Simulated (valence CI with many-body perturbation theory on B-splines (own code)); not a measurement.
## Forbidden lines of Gd⁴²⁺

Method: valence CI with perturbative core correlation (CI+MBPT): four valence electrons over a frozen Dirac-Fock core [Ar], a basis of 7 s, 7 p, 8 d, 6 f, 4 g, 1 h functions for each j, with the one-electron correlation potential Σ1 (screened to all orders), the two-electron term Σ2, the three-electron term Σ3, Breit, model QED; selected single and double excitations, second order for the rest, scaled by the run's own slope (own B-spline code, finite nucleus).

The last digits are not significant, and no measured levels were compared; by estimate large intervals hold to a few tenths of a per cent, small ones and those within an open d or f shell to about a per cent. Only levels of the ground parity were solved; by the run's estimate the other parity begins above the list, which can be wrong where configurations are misplaced.

Lines 1 to 50 of 120 in falling wavelength, among levels below 1513300 cm⁻¹, chosen from the decays that carry over 1 % of a level's rate. Wavelengths and rates use the calculated energies. Electric multipoles are in the length gauge, E1 and E2 with the static RPA response of the core. S is in atomic units (e²a₀⁴ for E2 and M2, e²a₀⁶ for E3), for M1 in squared Bohr magnetons. Weak lines are less certain than strong ones. Lines between different terms over intervals too small for the method are left out, as are lines whose strength nearly cancels. The highest levels of a list are the least certain.

Levels are named by their leading jj configuration (3d3/2^4 stands for four electrons in 3d with j = 3/2), which in mixed levels can hold well under half, so a name can repeat and another be missing. Letters in brackets count levels of one name in rising energy.

```csv
λ vac (nm),Upper,Lower,Type,A (s⁻¹),S (a.u.)
497.7,(3d3/2^2 3d5/2^2) J=6,(3d3/2^2 3d5/2^2) J=5,M1,6.37e+01,3.78e+00
373.8,(3d3/2^3 3d5/2) J=3,(3d3/2^3 3d5/2) J=2,M1,3.27e+02,4.43e+00
312.9,(3d3/2^3 3d5/2) J=3,(3d3/2^3 3d5/2) J=4,M1,3.39e+02,2.70e+00
121.9,(3d3/2^2 3d5/2^2) J=4 [b],(3d3/2^2 3d5/2^2) J=3 [a],M1,4.20e+03,2.54e+00
116.2,(3d3/2^2 3d5/2^2) J=1,(3d3/2^2 3d5/2^2) J=0 [a],M1,8.41e+03,1.47e+00
113.9,(3d3/2^3 3d5/2) J=2,(3d3/2^3 3d5/2) J=1,M1,1.50e+04,4.10e+00
93.06,(3d3/2 3d5/2^3) J=3 [b],(3d3/2 3d5/2^3) J=3 [a],M1,6.33e+03,1.32e+00
91.77,(3d3/2^2 3d5/2^2) J=2 [d],(3d3/2^2 3d5/2^2) J=2 [c],M1,9.74e+03,1.40e+00
91.53,(3d3/2 3d5/2^3) J=3 [c],(3d3/2 3d5/2^3) J=2 [a],M1,8.94e+03,1.78e+00
90.57,(3d3/2^2 3d5/2^2) J=2 [b],(3d3/2^2 3d5/2^2) J=2 [a],M1,7.88e+03,1.08e+00
83.95,(3d3/2^2 3d5/2^2) J=4 [c],(3d3/2^2 3d5/2^2) J=3 [b],M1,5.25e+03,1.04e+00
68.78,(3d3/2 3d5/2^3) J=2 [b],(3d3/2 3d5/2^3) J=2 [a],M1,1.01e+04,6.10e-01
66.08,(3d3/2^2 3d5/2^2) J=0 [b],(3d3/2 3d5/2^3) J=1 [a],M1,2.15e+04,2.30e-01
65.06,(3d3/2 3d5/2^3) J=1 [b],(3d3/2 3d5/2^3) J=0,M1,2.37e+04,7.27e-01
57.53,(3d3/2 3d5/2^3) J=1 [b],(3d3/2 3d5/2^3) J=1 [a],M1,1.11e+04,2.34e-01
57.05,(3d3/2^2 3d5/2^2) J=4 [c],(3d3/2^2 3d5/2^2) J=5,M1,6.02e+03,3.73e-01
52.55,(3d3/2^2 3d5/2^2) J=2 [d],(3d3/2^2 3d5/2^2) J=2 [b],M1,1.09e+04,2.93e-01
52.16,(3d3/2^2 3d5/2^2) J=2 [c],(3d3/2^2 3d5/2^2) J=2 [a],M1,1.49e+04,3.92e-01
50.51,(3d3/2^2 3d5/2^2) J=4 [a],(3d3/2^3 3d5/2) J=3,M1,3.92e+04,1.69e+00
50.35,(3d3/2^2 3d5/2^2) J=2 [d],(3d3/2^2 3d5/2^2) J=3 [b],M1,5.11e+03,1.21e-01
49.07,(3d3/2^2 3d5/2^2) J=4 [c],(3d3/2^2 3d5/2^2) J=3 [a],M1,3.93e+03,1.55e-01
48.64,(3d3/2 3d5/2^3) J=3 [c],(3d3/2 3d5/2^3) J=4 [a],M1,2.10e+04,6.27e-01
48.56,(3d3/2 3d5/2^3) J=2 [b],(3d3/2 3d5/2^3) J=1 [a],M1,1.15e+04,2.44e-01
47.10,(3d3/2^2 3d5/2^2) J=3 [a],(3d3/2^3 3d5/2) J=3,M1,2.03e+05,5.50e+00
47.00,(3d3/2 3d5/2^3) J=3 [a],(3d3/2^2 3d5/2^2) J=4 [b],M1,3.37e+04,9.08e-01
46.54,(3d3/2 3d5/2^3) J=2 [a],(3d3/2^2 3d5/2^2) J=2 [c],M1,4.42e+04,8.26e-01
46.48,(3d3/2 3d5/2^3) J=3 [c],(3d3/2^2 3d5/2^2) J=2 [d],M1,2.35e+04,6.12e-01
45.85,(3d3/2^2 3d5/2^2) J=4 [c],(3d3/2^2 3d5/2^2) J=4 [a],M1,7.67e+04,2.47e+00
45.63,(3d3/2 3d5/2^3) J=1 [b],(3d3/2^2 3d5/2^2) J=2 [d],M1,1.35e+05,1.42e+00
45.12,(3d3/2^2 3d5/2^2) J=2 [a],(3d3/2^3 3d5/2) J=2,M1,1.23e+05,2.10e+00
44.93,(3d5/2^4) J=2,(3d3/2 3d5/2^3) J=3 [c],M1,5.92e+04,9.95e-01
43.87,(3d3/2 3d5/2^3) J=3 [b],(3d3/2^2 3d5/2^2) J=2 [c],M1,1.00e+04,2.20e-01
43.49,(3d3/2^2 3d5/2^2) J=4 [a],(3d3/2^3 3d5/2) J=4,M1,3.10e+05,8.50e+00
43.37,(3d3/2^2 3d5/2^2) J=2 [d],(3d3/2^2 3d5/2^2) J=1,M1,1.37e+03,2.07e-02
42.86,(3d3/2^3 3d5/2) J=1,(3d3/2^4) J=0,M1,3.37e+05,2.95e+00
42.44,(3d3/2 3d5/2^3) J=1 [a],(3d3/2^2 3d5/2^2) J=2 [b],M1,5.45e+04,4.63e-01
42.14,(3d5/2^4) J=4,(3d3/2 3d5/2^3) J=3 [b],M1,3.82e+04,9.54e-01
41.83,(3d3/2^2 3d5/2^2) J=3 [a],(3d3/2^3 3d5/2) J=2,M1,1.53e+05,2.90e+00
41.71,(3d3/2 3d5/2^3) J=2 [b],(3d3/2 3d5/2^3) J=3 [a],M1,3.53e+04,4.75e-01
40.16,(3d3/2 3d5/2^3) J=5,(3d3/2^2 3d5/2^2) J=4 [b],M1,1.62e+05,4.29e+00
39.80,(3d3/2 3d5/2^3) J=2 [b],(3d3/2^2 3d5/2^2) J=2 [d],M1,2.70e+04,3.15e-01
37.83,(3d3/2 3d5/2^3) J=4 [a],(3d3/2^2 3d5/2^2) J=5,M1,3.94e+04,7.13e-01
36.66,(3d3/2^2 3d5/2^2) J=5,(3d3/2^3 3d5/2) J=4,M1,1.85e+05,3.71e+00
36.24,(3d3/2 3d5/2^3) J=1 [a],(3d3/2^2 3d5/2^2) J=1,M1,2.32e+05,1.23e+00
35.40,(3d3/2 3d5/2^3) J=5,(3d3/2^2 3d5/2^2) J=6,M1,9.74e+04,1.76e+00
35.30,(3d3/2^2 3d5/2^2) J=2 [d],(3d3/2^2 3d5/2^2) J=3 [a],M1,6.48e+03,5.28e-02
34.55,(3d3/2 3d5/2^3) J=6,(3d3/2^2 3d5/2^2) J=6,M1,1.90e+05,3.78e+00
34.28,(3d3/2^2 3d5/2^2) J=1,(3d3/2^3 3d5/2) J=2,M1,4.22e+05,1.89e+00
34.15,(3d3/2 3d5/2^3) J=4 [a],(3d3/2^2 3d5/2^2) J=3 [a],M1,2.03e+05,2.70e+00
34.15,(3d3/2^2 3d5/2^2) J=6,(3d3/2^3 3d5/2) J=4,E2,6.11e+00,3.30e-04
```
